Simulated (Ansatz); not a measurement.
`O[SiH](S)[SiH2][SiH3]` + H₂O → `O[SiH](O)S` + `[SiH3][SiH3]`  (formal hydrolysis of the Si–Si bond)

Calculated with Ansatz (gas phase, PBE0-D4/def2-TZVP geometries, no zero-point term in ΔE). CBS: MP2 limit from def2 TZ/QZ plus the TZ coupled-cluster correction, frozen cores. This one scheme is used for every species. DFT in def2-TZVPP. B3LYP here is the variant with VWN-RPA as its local correlation; programs differ in this. HSE06 is defined as in plane-wave codes. One conformer a species, not always the lowest.

`O[SiH](S)[SiH2][SiH3]`:

Cartesian coordinates in Å:
```
O -0.130 0.210 -2.847
Si 0.053 -0.441 -1.346
S -1.526 -1.801 -0.820
Si 0.018 1.303 0.203
Si 0.354 0.399 2.334
H -0.323 -0.389 -3.571
H 1.305 -1.244 -1.261
H -0.820 -2.904 -1.114
H -1.305 1.986 0.143
H 1.082 2.295 -0.116
H 0.537 1.476 3.343
H -0.815 -0.433 2.721
H 1.571 -0.457 2.330
```

H₂O:

Cartesian coordinates in Å:
```
O 0.166 0.212 -0.281
H -0.517 0.490 0.332
H 0.351 -0.701 -0.051
```

`O[SiH](O)S`:

```xyz
8

O     0.268   -1.424   -0.268
Si    0.413    0.211   -0.272
O     1.095    0.608    1.154
S    -1.486    1.112   -0.658
H    -0.352   -1.799   -0.896
H     1.291    0.743   -1.332
H     0.878    0.067    1.915
H    -2.107    0.482    0.356
```

`[SiH3][SiH3]`:

Cartesian coordinates in Å:
```
Si -0.495 -0.575 -0.890
Si 0.495 0.575 0.890
H -1.939 -0.802 -0.617
H -0.365 0.211 -2.147
H 0.166 -1.893 -1.083
H 0.362 -0.209 2.147
H -0.164 1.895 1.081
H 1.940 0.799 0.619
```

```
             level  ΔE (kJ/mol)  difference from CCSD(T)/CBS
           PBE0-D4        -93.8                         12.6
          B3LYP-D4       -107.5                         -1.1
        r2SCANh-D4       -109.3                         -2.9
          BHLYP-D4       -115.4                         -9.0
      CAM-B3LYP-D4       -117.8                        -11.4
               PBE        -94.6                         11.8
            r2SCAN       -111.2                         -4.8
              PBE0       -100.7                          5.7
           r2SCANh       -112.0                         -5.6
           r2SCAN0       -113.2                         -6.8
             HSE06       -100.4                          6.0
             BHLYP       -128.0                        -21.6
     HF/def2-TZVPP       -140.4                        -34.0
    MP2/def2-TZVPP       -113.6                         -7.2
    MP2/def2-QZVPP       -111.6                         -5.2
SCS-MP2/def2-QZVPP       -117.4                        -11.0
       CCSD(T)/CBS       -106.4                            0
```

Question: What do rigid-rotor, harmonic-oscillator terms from PBE0-D4/def2-TZVP frequencies (298.15 K, 1 bar) make of the CCSD(T)/CBS value? (Best estimate.)

Answer: Ansatz gave: ΔZPE = -0.9 kJ/mol, ΔH = -112.1 kJ/mol, ΔS = -16 J/(mol·K), ΔG = -107.5 kJ/mol. Modes under 50 cm⁻¹ make the entropy rough.

Largest T1 diagnostic among the species: 0.013.

From BLYP to BHLYP (50 % exact exchange), in def2-TZVPP and without D4, ΔE moves by −12.8 kJ/mol. Leaving LDA and LC-ωPBE aside and taking each functional with its dispersion term where it has one, the values, not all of them listed here, spread over 31.9 kJ/mol, from B2PLYP to revPBE-D4. LDA lies −4.2 kJ/mol from PBE without D4. In def2-TZVPP, CCSD(T) changes the Hartree–Fock value by +29.8 kJ/mol (the triples alone add +4.4 kJ/mol) and MP2 by +26.8 kJ/mol.
